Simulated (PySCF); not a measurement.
Frontier orbitals and the lowest excitations

C11H18.
SMILES with atom numbers: `[CH3:1][C:2]1([CH:3]=[C:4]2[CH2:5][CH2:6][CH2:7]2)[CH2:8][CH2:9][CH2:10][CH2:11]1` (hydrogens: H12, H13, H14 on C1; H15 on C3; H16, H17 on C5; H18, H19 on C6; H20, H21 on C7; H22, H23 on C8; H24, H25 on C9; H26, H27 on C10; H28, H29 on C11)

Cartesian coordinates in Å at the PBE0-D3(BJ)/def2-SVP level; atoms count from 1:
```
atom  x, y, z in Å
C1    -0.6053    1.9247    0.5991
C2    -0.6457    0.6120   -0.1967
C3     0.6894    0.4073   -0.8617
C4     1.6905   -0.3869   -0.4815
C5     1.9861   -1.2760    0.7126
C6     3.4848   -1.1937    0.3379
C7     3.0894   -0.5843   -1.0281
C8    -1.1205   -0.5506    0.6923
C9    -2.6397   -0.3734    0.8101
C10   -3.0725    0.3884   -0.4638
C11   -1.7786    0.6559   -1.2433
H12    0.1495    1.8684    1.3982
H13   -0.3391    2.7696   -0.0549
H14   -1.5775    2.1549    1.0630
H15    0.8573    1.0186   -1.7592
H16    1.6936   -0.9006    1.7047
H17    1.5744   -2.2930    0.6004
H18    4.0294   -0.4769    0.9695
H19    4.0458   -2.1390    0.3181
H20    3.6292    0.3150   -1.3644
H21    3.1199   -1.3273   -1.8433
H22   -0.8846   -1.4986    0.1823
H23   -0.6199   -0.5763    1.6714
H24   -3.1526   -1.3410    0.9159
H25   -2.8930    0.2062    1.7114
H26   -3.7925   -0.1846   -1.0670
H27   -3.5763    1.3313   -0.2010
H28   -1.7939    1.6057   -1.8015
H29   -1.6027   -0.1464   -1.9788
```

Computed, not measured: TDDFT CAM-B3LYP/def2-SVPD, vertical, gas phase, core orbitals frozen in the response in PySCF 2.14.0, density-fitted response routines.

Kohn–Sham orbitals with the atoms that hold most of them (Löwdin shares over 4%, at most four atoms; ? is withheld):

| orbital | ε (eV) | atoms |
| --- | --- | --- |
| HOMO-3 | -10.19 | C10 13%, C11 13%, C8 10%, C9 10% |
| HOMO-2 | -9.89 | C2 15%, C8 13%, C11 10%, C9 8% |
| HOMO-1 | -9.80 | C7 16%, C4 14%, C5 13%, C3 12% |
| HOMO | -7.92 | ? |
| LUMO | 1.23 | ? |
| LUMO+1 | 1.35 | C4 16%, C3 14%, H17 9%, C5 8% |
| LUMO+2 | 1.76 | C6 14%, H18 9%, C7 8%, H20 8% |

(1) Which atoms hold the HOMO, and with what shares?

(2) Give the leading atoms of the LUMO.

(3) How does S1 compare with the orbital gap of 9.14 eV?

## Answers

(1) C3 (bonded to 2 C and H) 32%; C4 (bonded to 3 C) 30%; C7 (bonded to 2 C and 2 H) 6%; C5 (bonded to 2 C and 2 H) 5%.

(2) C1 (bonded to C and 3 H) 10%; C9 (bonded to 2 C and 2 H) 6%; C5 (bonded to 2 C and 2 H) 5%; C10 (bonded to 2 C and 2 H) 5%.

(3) S1 is at 6.47 eV (f = 0.022), 2.67 eV below the gap, made of HOMO→LUMO (62%), HOMO→LUMO+1 (22%). Without the coupling terms of the response equations the lowest excitation would equal the gap.

Next come S2 at 6.55 eV (f 0.384), HOMO→LUMO+1 (72%), HOMO→LUMO (16%); S3 at 7.22 eV (f 0.0041), HOMO→LUMO+3 (63%), HOMO→LUMO+2 (13%); S4 at 7.31 eV (f 0.0023), HOMO→LUMO+2 (56%), HOMO→LUMO+3 (10%), HOMO→LUMO (8%); S5 at 7.48 eV (f 0.0006), HOMO-1→LUMO+1 (69%).

On Intel Xeon Platinum 8259CL at 2.50 GHz, 2 threads, shared host with 96 logical CPUs at a one-minute load of 44, this took 2.7 min wall, 5.8 min CPU (with the writing of density and orbital grids) and 2.5 GiB of memory at its peak.

One conformer stands for the species.
